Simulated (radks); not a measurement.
Task: The mean radii <r> (bohr) of the occupied orbitals of an atom or ion are listed with their occupations. Method: scalar-relativistic Kohn-Sham, r2SCAN, spin-unpolarised, spherical densities, finite nucleus; meta-GGA in the generalised Kohn-Sham scheme; Fermi nuclear charge, rms radius of each element as measured or else 0.836 A^(1/3) + 0.57 fm; computed with a radial shooting solver on a logarithmic mesh with Libxc functionals.

orbital  occ.      <r>
1s          2  0.03707
2s          2   0.1625
2p          6   0.1417
3s          2   0.4573
3p          6   0.4614
3d         10   0.4525
4s          2    1.217
4p          6    1.366
4d          2    2.024
6s          1    7.404

Name the element and its charge.

Result: Z = 40, zirconium, charge +1: Zr+ in [Kr] 4d2 6s1. The 1s radius gives Z: for a bare nucleus <r> = (2 gamma + 1)/(2Z) with gamma = sqrt(1 - (Z/c)^2), 0.03641 bohr for Z = 40, and screening makes it slightly larger (0.03707 here). The occupations add up to 39, and the charge is Z minus that.
